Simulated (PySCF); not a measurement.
**ErCl3(H2O): from a saddle point downhill**

PySCF 2.14.0, RKS PBE0, Er lcecp-1-SVP with ECP57, Cl def2-SVP, O def2-SVP, H def2-SVP; non-relativistic Hamiltonian with scalar-relativistic core potentials where named; density fitting; no spin-orbit coupling. Relaxed within the symmetry of its start, the geometry (Cs) is

```xyz
7

Er    0.0166   -0.0257    0.0257
Cl    1.1134    1.8747    1.1507
Cl   -1.6333   -1.3144    1.3144
Cl    1.1134   -1.1507   -1.8747
O    -1.2843    1.3406   -1.3406
H    -1.4757    2.2721   -1.1676
H    -1.4757    1.1676   -2.2721
```

and its lowest harmonic modes are -46, 43, 64, 73, 74, 136 cm⁻¹ (negative: unstable). It was moved along the lowest mode and relaxed again.

Question: Where does it end, and how much lower?

Answer: In C1, 0.001 eV lower, after 3 steps:
```xyz
7

Er    0.0153   -0.0300    0.0229
Cl    1.1002    1.8946    1.1226
Cl   -1.6342   -1.3295    1.3006
Cl    1.1258   -1.1729   -1.8566
O    -1.2892    1.4026   -1.2752
H    -1.2587    2.3620   -1.1574
H    -1.6847    1.2208   -2.1378
```

Question: How do the contacts change?

Answer: 
```tsv
contact	saddle (Å)	end (Å)
Er1–Cl2 (Cl)	2.466	2.468
Er1–Cl3 (Cl)	2.458	2.458
Er1–Cl4 (Cl)	2.466	2.464
Er1–O5 (H2O)	2.329	2.332
```


No frequency check is given for the end.

An lcecp potential fixes the number of 4f electrons, so in runs with it no electron can move into or out of that shell.

State: singlet in the valence, with the 4f electrons in the core potential.
